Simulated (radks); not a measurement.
Results of a calculation; reference values are marked as such.
These are the eigenvalues of the occupied orbitals of an atom or ion with whole-number occupations (eV). Code: a radial shooting solver on a logarithmic mesh with Libxc functionals. Model: scalar-relativistic Kohn-Sham, SCAN, spin-polarised, spherical densities, finite nucleus; meta-GGA in the generalised Kohn-Sham scheme; Fermi nuclear charge, rms radius of each element as measured or else 0.836 A^(1/3) + 0.57 fm.

1s up: -4211.726
1s down: -4205.755
2s up: -876.2520
2s down: -864.8279
2p up: -824.2912

Which element is it, and in what charge state? The configuration may be excited. Open shells, if any, are filled with parallel spins first.

Answer. Z = 19, potassium, charge +14: K14+ in [He] 2s2 2p1. The list shows which subshells hold electrons but not how many an open one holds; the 1s level, -154.78 hartree, gives Z - s = 17.6 by -(Z - s)^2/2, which with screening and relativity narrows Z to a few neighbours, and the depths of the outer levels then fix element, charge and occupations together.
